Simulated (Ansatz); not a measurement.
Coupled-cluster diagnostics for trans-NiH2(AsH3)2 (NiAs2H8), Ansatz.

Geometry of the singlet (PBE0-D4/def2-SVP):

```xyz
11

Ni   -0.026   -0.019   -0.009
H    -0.682    0.568   -1.238
As   -1.289    1.078    1.413
H    -0.594    2.007    2.385
H    -2.051    0.278    2.447
H    -2.422    2.021    1.049
H     0.639   -0.594    1.222
As    1.274   -1.093   -1.415
H     2.287   -2.158   -1.038
H     2.213   -0.244   -2.245
H     0.650   -1.845   -2.570
```

Correlated methods freeze 23 core orbitals; core or outer-core shells of Ni, As are correlated, in sets that lack core-valence functions.

(1) Estimate the CCSD(T) correlation energy, the shares of MP2 and (T), T1 and the reference's ⟨S²⟩ for: charge 0, singlet, own geometry in def2-SVP; and the rough time on 4 threads of Arm Neoverse V1 on a shared host.

Results:

(1) 
| state | basis | correlation (eV) | MP2 share (%) | (T) share (%) | T1 | ⟨S²⟩ (pure) | wall time | remarks |
| --- | --- | --- | --- | --- | --- | --- | --- | --- |
| charge 0, singlet, own geometry | def2-SVP | -28.715 | 94.9 | 3.6 | 0.037 | 0.00 (0.00) | 43 s | restricted SCF unstable |
Customary marks for T1 are 0.02 (closed shells), 0.045 (open shells) and about 0.05 (3d metals). T1 exceeds 0.02 in 1 of 1 rows and 0.045 in 0; the higher it lies, the less the single-reference result can be trusted.
